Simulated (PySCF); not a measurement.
**Computed vibrations of ErF3(NH3)**

ErF3(NH3) (singlet in the valence; each metal's 4f electrons, 11 of them, lie in its core potential, out of spins and levels). PySCF 2.14.0, RKS PBE0, Er lcecp-1-SVP with ECP57, F def2-SVP, N def2-SVP, H def2-SVP; non-relativistic Hamiltonian with scalar-relativistic core potentials where named; density fitting; no spin-orbit coupling. Central differences of gradients.

```xyz
8

Er    0.0675   -0.0675    0.0675
F     1.0338    1.4064    1.0338
F    -1.4064   -1.0338    1.0338
F     1.0338   -1.0338   -1.4064
N    -1.3562    1.3562   -1.3562
H    -1.9662    1.9662   -0.8079
H    -0.8079    1.9662   -1.9662
H    -1.9662    0.8079   -1.9662
```

Run from Python with OMP_NUM_THREADS=2. Where DIIS fails, smearing, a level shift and second-order steps follow.
It took 55 s on 2 threads of Arm Neoverse V2, on a shared host.

Problem. What are the harmonic wavenumbers and infrared intensities?

Solution. Modes are labelled in C3v; negative numbers are unstable modes, those under 60 cm⁻¹ near the noise; a finer grid moves soft modes by up to 10 cm⁻¹.
```
cm⁻¹  km/mol  symmetry
  55    68.7        a1
  58     1.8         e
  58     1.8         e
 113    16.8         e
 113    16.8         e
 125     0.0        a2
 313     8.6        a1
 526     0.0         e
 526     0.0         e
 565     8.4        a1
 568   199.5         e
 568   199.5         e
1211   150.9        a1
1633    25.4         e
1633    25.4         e
3491    28.1        a1
3612    55.2         e
3612    55.2         e
```

Problem. Is this a minimum?

Solution. Yes, within the noise of the softest modes. Ideal gas at 298.15 K and 1 bar: S = 409.8 J/(mol K), Cp = 114.3 J/(mol K), H − H(0 K) = 25.5 kJ/mol (rigid rotor, harmonic modes, spin degeneracy alone, that of the 4f electrons in the core included; the modes under 60 cm⁻¹ make these uncertain).

An lcecp potential fixes the number of 4f electrons, so in runs with it no electron can move into or out of that shell.
